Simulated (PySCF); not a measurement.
A structure optimised at PBE0-D3(BJ)/def2-SVP, used in a PySCF frequency run:

```xyz
10

Sb    -0.7475     0.4379     0.0000
Br     1.7400    -0.1060     0.0000
C     -1.2365    -0.9568     1.5807
H     -0.8868    -0.5622     2.5445
H     -2.3294    -1.0852     1.6174
H     -0.7544    -1.9235     1.3811
C     -1.2365    -0.9568    -1.5807
H     -0.8868    -0.5622    -2.5445
H     -0.7544    -1.9235    -1.3811
H     -2.3294    -1.0852    -1.6174
```
Charge 0, spin multiplicity 1.

**Question.** Write its SMILES, formula and point group.

**Answer.** [CH3][Sb]([CH3])[Br], C2H6BrSb, Cs

**Question.** What are its rotational constants (standard atomic weights)?

**Answer.** 3.6906, 1.2158, 1.1405 GHz
